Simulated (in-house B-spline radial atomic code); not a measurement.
Radial electron density of Mo, [Kr] 4d5 5s1. Method: Dirac-Kohn-Sham OLYP, spherical fractional occupations, Fermi nucleus of rms radius 4.4091 fm. Calculated with a radial B-spline atomic code at the basis-set limit.

Columns: r (bohr), 4πr²n(r) (electrons per bohr), bar.

```
 0.00141     1.55 #
 0.00175    2.273 ##
 0.00218     3.33 ##
 0.00271    4.821 ###
 0.00336    6.873 #####
 0.00418    9.723 #######
 0.00519    13.49 #########
 0.00645    18.35 ############
 0.00802    24.37 ################
 0.00996     31.3 #####################
  0.0124    38.79 ##########################
  0.0154    45.75 ###############################
  0.0191    51.03 ##################################
  0.0237    53.47 ####################################
  0.0295    52.45 ###################################
  0.0367     48.9 #################################
  0.0456    45.63 ###############################
  0.0566    46.16 ###############################
  0.0703    52.19 ###################################
  0.0874    60.99 #########################################
   0.109    65.64 ############################################
   0.135    60.73 #########################################
   0.168    49.06 #################################
   0.208    41.31 ############################
   0.259    43.76 #############################
   0.322    49.74 #################################
     0.4    46.53 ###############################
   0.497    32.29 ######################
   0.617    17.81 ############
   0.767    11.69 ########
   0.953    11.57 ########
    1.18     10.9 #######
    1.47    7.806 #####
    1.83    4.449 ###
    2.27    2.371 ##
    2.82    1.318 #
    3.51   0.7313 
    4.36   0.3621 
    5.41   0.1503 
    6.73  0.04957 
    8.36  0.01193 
    10.4 0.001746 
    12.9 0.0001434
```

On this grid the curve has 3 maxima, near 0.0237, 0.109, 0.322 bohr.

The 5s1/2 radial function P(r) = rR(r), positive near the nucleus, with its small component Q(r) (sign convention: Q ≈ (P' + κP/r)/2c):

```csv
r (bohr),P,Q
0.000476,0.004788,-0.000748
0.000735,0.007161,-0.001129
0.00114,0.01068,-0.001698
0.00175,0.01564,-0.002507
0.00271,0.02272,-0.003687
0.00418,0.03211,-0.005313
0.00645,0.04367,-0.007459
0.00996,0.05569,-0.01005
0.0154,0.06338,-0.01267
0.0237,0.05735,-0.01429
0.0367,0.02477,-0.01327
0.0566,-0.03751,-0.008056
0.0874,-0.09868,0.0005983
0.135,-0.08024,0.007356
0.208,0.05773,0.005702
0.322,0.1621,-0.002072
0.497,0.002135,-0.004768
0.767,-0.2465,-0.000145
1.18,-0.1216,0.002956
1.83,0.3288,0.001275
2.82,0.5741,-0.0006117
4.36,0.4409,-0.000859
6.73,0.1877,-0.000372
10.4,0.03727,-7.836e-05
```
